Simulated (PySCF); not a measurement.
C₆H₃FN₂S.
Atom-mapped SMILES: `[F:1][c:2]1[cH:3][cH:4][cH:5][c:6]2[s:7][n:8][n:9][c:10]12` (hydrogens: H11 on C3; H12 on C4; H13 on C5)

Computed, not measured: TDDFT CAM-B3LYP/def2-SVPD, vertical, gas phase, core orbitals frozen in the response in PySCF 2.14.0, density-fitted response routines. Geometry: GFN2-xTB; no solvent, vibrations or thermal averaging.

Kohn–Sham orbitals with the atoms that hold most of them (Löwdin shares over 4%, at most four atoms; ? is withheld):

| orbital | ε (eV) | atoms |
| --- | --- | --- |
| LUMO+2 | 0.40 | S7 63%, N8 9%, C6 8%, H13 7% |
| LUMO+1 | 0.08 | C6 20%, C3 18%, C2 15%, C5 12% |
| LUMO | ? | N8 25%, N9 16%, S7 13%, C4 12% |
| HOMO | -8.57 | ? |
| HOMO-1 | -9.01 | ? |
| HOMO-2 | -9.35 | C10 20%, C4 18%, N8 14%, C6 13% |
| HOMO-3 | -10.70 | S7 34%, C6 15%, N9 11%, C10 8% |

(1) Give the leading atoms of the HOMO.

(2) Which atoms hold the HOMO-1, and with what shares?

(3) What is the LUMO energy, and the HOMO–LUMO gap?

Answers

(1) S7 (bonded to C and N) 21%; C5 (bonded to 2 C and H) 18%; C2 (bonded to 2 C and F) 15%; C3 (bonded to 2 C and H) 12%. By element: carbon 44% or more, sulfur 21%.

(2) N9 (bonded to C and N) 40%; N8 (bonded to N and S) 33%; S7 (bonded to C and N) 14%; C10 (bonded to 2 C and N) 8%. By element: nitrogen 73%, sulfur 14%, carbon 8% or more.

(3) ε(LUMO) = -1.05 eV; the gap is 7.52 eV (0.2765 hartree).

Q: How does S1 compare with the orbital gap of 7.52 eV?

A: S1 is at 3.92 eV (f = 0.0023), 3.61 eV below the gap, made of HOMO-1→LUMO (92%). Its leading pair isn't HOMO and LUMO; the energies of that pair differ by 7.96 eV. 

Q: Give energy, strength and leading configuration of S1, S2 and S6, and follow the Löwdin shares of the leading atoms from the occupied to the empty orbital.

A: 
- S1 (3.92 eV, f 0.0023), HOMO-1→LUMO (92%): N9 40% → 16%, N8 33% → 25%
- S2 (4.64 eV, f 0.069), HOMO→LUMO (83%): S7 21% → 13%, C5 18% → at most 13%, N8 at most 12% → 25%, N9 at most 12% → 16%
- S6 (6.03 eV, f 0.0005), HOMO-1→LUMO+1 (95%): N9 40% → at most 13%, N8 33% → at most 13%, C6 at most 6% → 20%, C3 at most 6% → 18%

Rough CPU time on one thread of a shared machine: about 2.3 min.
